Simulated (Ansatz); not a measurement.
InF₃. Charge 0, multiplicity 1. Geometry r2SCAN-D4/def2-TZVP.

```csv
atom,x (Å),y (Å),z (Å)
In1,-0.001,-0.001,-0.001
F2,-0.689,0.188,-1.787
F3,-0.079,-1.703,0.892
F4,0.769,1.516,0.897
```

In the def2 sets In takes a core potential; there is no spin–orbit coupling. The structure comes from a short search, and lower isomers may exist.

**Question.** Estimate the orbital energies around the gap (eV) in Ansatz with LDA (SPW92)/def2-TZVP, BLYP-D4/def2-TZVP, r2SCAN-D4/def2-TZVP, r2SCAN-D4/def2-TZVPD, PBE0-D4/def2-TZVP.

**Answer.** 
| orbital | LDA (SPW92)/def2-TZVP | BLYP-D4/def2-TZVP | r2SCAN-D4/def2-TZVP | r2SCAN-D4/def2-TZVPD | PBE0-D4/def2-TZVP |
| --- | --- | --- | --- | --- | --- |
| HOMO−9 | -20.33 | -20.03 | -20.85 | -20.89 | -22.92 |
| HOMO−8 | -12.53 | -12.02 | -12.42 | -12.47 | -13.89 |
| HOMO−7 | -10.80 | -10.35 | -10.81 | -10.87 | -12.28 |
| HOMO−6 | -10.80 | -10.34 | -10.81 | -10.86 | -12.28 |
| HOMO−5 | -10.16 | -9.78 | -10.26 | -10.31 | -11.83 |
| HOMO−4 | -9.66 | -9.30 | -9.81 | -9.87 | -11.39 |
| HOMO−3 | -9.66 | -9.30 | -9.81 | -9.86 | -11.38 |
| HOMO−2 | -9.63 | -9.27 | -9.79 | -9.85 | -11.37 |
| HOMO−1 | -9.50 | -9.14 | -9.63 | -9.68 | -11.15 |
| HOMO | -9.50 | -9.14 | -9.62 | -9.68 | -11.15 |
| LUMO | -4.82 | -4.43 | -4.17 | -4.22 | -3.46 |
| LUMO+1 | -2.58 | -2.31 | -1.92 | -1.96 | -1.51 |
| LUMO+2 | -0.08 | -0.01 | 0.63 | 0.49 | 0.70 |
| LUMO+3 | -0.07 | 0.00 | 0.64 | 0.49 | 0.71 |
| LUMO+4 | 1.67 | 1.57 | 2.07 | 0.78 | 2.07 |
| LUMO+5 | 2.86 | 3.00 | 3.55 | 1.91 | 3.83 |
